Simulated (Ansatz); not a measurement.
Computed with Ansatz on PBE0-D4/def2-TZVP structures; ΔE is electronic, products minus reactants. CCSD(T)/CBS is the MP2 limit (def2-TZVPP, def2-QZVPP) plus CCSD(T) − MP2 in def2-TZVPP, frozen cores. This one scheme is used for every species. For Ge outer-core shells are correlated without core-valence functions, which leaves a few kJ/mol of doubt a bond. Scalar relativity is left out up to krypton. One conformer a species, not always the lowest.

Reaction (ligand exchange at a Ge–O bond): `[SiH3][O][GeH2][SiH3]` + CH₃SH → `C[S][GeH2][SiH3]` + `O[SiH3]`

| level | ΔE (kcal/mol) |
| --- | --- |
| HF/def2-TZVPP | 1.7 |
| MP2/def2-QZVPP | -3.9 |

**Question.** What does CCSD(T)/CBS give? (Estimate.)

**Answer.** The calculation gave: -3.3 kcal/mol. The listed levels differ from it by 5.0, -0.6 kcal/mol.

Largest T1 diagnostic among the species: 0.012.

The D4 term adds −1.0 kcal/mol with B3LYP and −0.5 kcal/mol with PBE0; it sums over pairs of atoms, weighted by their polarisabilities, and B3LYP, whose exchange is more repulsive, gets the larger term. In def2-TZVPP, CCSD(T) changes the Hartree–Fock value by −3.9 kcal/mol (the triples alone add −0.7 kcal/mol) and MP2 by −5.1 kcal/mol.

B3LYP here is the variant with VWN-RPA as its local correlation; programs differ in this.
